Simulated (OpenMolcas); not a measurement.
## Fe3+ in a ligand field

Fe3+ with 6 ligands (chloride) in trigonal antiprismatic coordination (D3d) at 2.41 Å, a polar angle of 47.4° against the regular 54.74°. A charge of +0.5 e stands 2.4 Å behind each ligand. Ligand basis ANO-RCC-VDZP.
```
Fe    0.0000    0.0000    0.0000
Cl    0.0000    1.7725    1.6329
Cl   -1.5350   -0.8862    1.6329
Cl    1.5350   -0.8862    1.6329
Cl    0.0000   -1.7725   -1.6329
Cl    1.5350    0.8862   -1.6329
Cl   -1.5350    0.8862   -1.6329
```

```
Program             : OpenMolcas 26.06
Method              : CASSCF
Basis               : ANO-RCC-VTZP [6s5p3d2f1g]
Scalar Hamiltonian  : DKH2, point nucleus
Active space        : 5 electrons in 5 orbitals (3d)
State averaging     : 2S+1 = 6 even, 1 root; 2S+1 = 4 even, 24 roots; 2S+1 = 2 even, 75 roots
Spin-orbit coupling : state interaction with AMFI integrals over the reference wave functions
```

The lowest spin-free states (labels of D3, the rotations of D3d), above the lowest:

| State | Degeneracy | E (cm-1) | Free-ion L (%) |
| --- | --- | --- | --- |
| 6A1 | 1 | 0.0 | S (100) |
| 4E | 2 | 28185 | G (65) |
| 4A2 | 1 | 28425 | G (68) |
| 4A1 | 1 | 32045 | G (86) |
| 4E | 2 | 32876 | G (86) |
| 4A1 | 1 | 33355 | G (99) |
| 4E | 2 | 33590 | G (95) |
| 2E | 2 | 39527 | I (47) |
| 4E | 2 | 40136 | D (78) |
| 2A1 | 1 | 40378 | I (48) |
| 4A1 | 1 | 41073 | D (85) |
| 4E | 2 | 41528 | D (93) |
| 2E | 2 | 43298 | I (72) |
| 2A2 | 1 | 43394 | I (71) |
| 4A2 | 1 | 43633 | P (71) |
| 2A2 | 1 | 44125 | I (70) |
| 4E | 2 | 44902 | P (65) |
| 2A1 | 1 | 45063 | I (70) |
| 2E | 2 | 45693 | I (71) |
| 2E | 2 | 46998 | I (83) |

The lowest levels with spin-orbit coupling:

| E (cm-1) | Degeneracy | Label | 2S+1 | g |
| --- | --- | --- | --- | --- |
| 0.0 | 4 |  | 6 |  |
| 0.1 | 2 | E1/2 | 6 | 0.00 0.00 10.01 |
| 28089 | 2 | E1/2 | 4 | 0.01 0.01 7.46 |
| 28146 | 2 | E3/2 | 4 | 0.00 0.00 3.51 |
| 28194 | 2 | E1/2 | 4 | 0.39 1.28 1.28 |
| 28247 | 2 | E1/2 | 4 | 0.98 0.98 4.32 |
| 28421 | 2 | E3/2 | 4 | 0.00 0.00 6.19 |
| 28435 | 2 | E1/2 | 4 | 2.12 3.66 3.66 |
| 32030 | 2 | E1/2 | 4 | 1.93 3.68 3.68 |
| 32038 | 2 | E3/2 | 4 | 0.00 0.00 5.77 |
| 32804 | 2 | E1/2 | 4 | 0.72 0.72 2.52 |
| 32847 | 2 | E1/2 | 4 | 0.96 0.96 1.37 |
| 32892 | 2 | E3/2 | 4 | 0.00 0.00 5.81 |
| 32939 | 2 | E1/2 | 4 | 0.00 0.00 9.90 |
| 33352 | 2 | E1/2 | 4 | 1.96 4.15 4.15 |
| 33352 | 2 | E3/2 | 4 | 0.00 0.00 5.92 |
| 33588 | 2 | E1/2 | 4 | 1.07 1.07 3.85 |
| 33593 | 2 | E1/2 | 4 | 1.31 1.31 2.71 |
| 33596 | 2 | E3/2 | 4 | 0.00 0.00 1.80 |
| 33605 | 2 | E1/2 | 4 | 0.40 2.25 2.25 |

Powder χT (cm3 K/mol): 4.39 at 2 K, 4.39 at 10 K, 4.39 at 50 K, 4.39 at 100 K, 4.39 at 200 K, 4.39 at 300 K. The effective moment at 300 K is 2.828 √(χT) = 5.92 μB.

The lowest level has 2S+1 = 6, for which the spin-only value is χT = S(S+1) / 2 = 4.375 cm3 K/mol (g = 2). The computed 4.385 at 300 K differs by +0.010, little more than the free-electron g of 2.0023 accounts for.

Metal share of the active 3d orbitals (Löwdin): 91, 91, 98, 99, 99 %; Mulliken charge of the metal 1.31.

Without dynamic correlation the repulsion within the d shell is too large (B by tens of per cent), so at a given field states of lower spin stand too high. Ligand-to-metal charge-transfer states are missing. With no ligand orbital active B as a rule stays too high, so bands that hang on it stand too high and its fall with covalency is understated. With metal d orbitals alone and no dynamic correlation the field as a rule comes out too small, by tens of per cent, by up to half for chloride and softer ligands. No measured value stands beside these numbers; the geometry was imposed, not optimised, and the real ion may take another.

The RASSCF and RASSI steps took 40 s on 1 thread of AMD EPYC 9R45 96-Core Processor (Zen 5) (shared host); the integral step is not counted.
